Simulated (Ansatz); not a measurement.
Born–Oppenheimer molecular dynamics of Al2H6O2 (10 atoms, charge 0, multiplicity 1). It starts at the highest image of a converged band, a first-order saddle point between two minima.

Method: RKS B3LYP-D4/def2-SVP in Ansatz.

| Quantity | Value |
| --- | --- |
| ensemble | NVE (velocity Verlet) |
| time step | 0.5 fs |
| steps asked | 200 |
| starting velocities drawn for | 100 K |
| seed | 2206 |

First frame:

```xyz
10
Properties=species:S:1:pos:R:3
Al -0.011 0.388 0.097
O -0.425 -0.735 1.540
H -1.309 -1.082 1.712
H 1.337 0.001 -0.635
H -1.315 0.854 -0.682
O 0.313 1.424 1.644
Al 0.985 2.824 2.397
H 0.961 2.868 3.974
H 1.553 3.953 1.456
H -0.113 0.379 2.040
```

What does the run give?

All steps were run.

```
steps done                                               : 200
time covered                                             : 100 fs
mean temperature over the second half                    : 128 K
spread of the potential energy over the second half      : 2.8 meV per atom
mean potential energy of the second half above the start : -2.9 meV per atom
```

The conserved energy stayed within 0.028 meV per atom of its start (net change 0.012 meV per atom), so the integration is sound. A run of 0.1 ps of so small a system gives no equilibrium averages. The orbitals stay closed-shell, which can raise the energy where a bond breaks towards radicals; this wasn't checked here.

What happens to the structure?

Between its relaxed ends the band would form O2–H10 and break O6–H10. These pairs go: O2–H10 1.26 → 2.07 Å, O6–H10 1.20 → 1.00 Å. In the last frame they stand as before the step (other bonds may differ from the relaxed reactants and products). It ends as one piece, Al2H6O2. Pairs count as bonded within 1.25 times the sum of covalent radii (0.12 Å more for H–H). The details hang on the random start.

How do temperature and energy run in time?


```csv
time (fs),T (K),potential energy less start (eV),conserved less start (meV/atom)
0,100,0.000,0.00
8,66,0.035,0.01
16,85,0.015,0.01
24,161,-0.063,0.01
32,173,-0.075,0.01
40,173,-0.075,0.01
48,147,-0.049,0.03
56,133,-0.034,0.01
64,94,0.007,0.02
72,83,0.018,0.02
80,112,-0.013,0.02
88,142,-0.044,0.01
96,165,-0.067,0.01
```

The run took 6.3 min on 2 threads of Arm Neoverse V1 (shared host), peak memory 0.18 GiB.
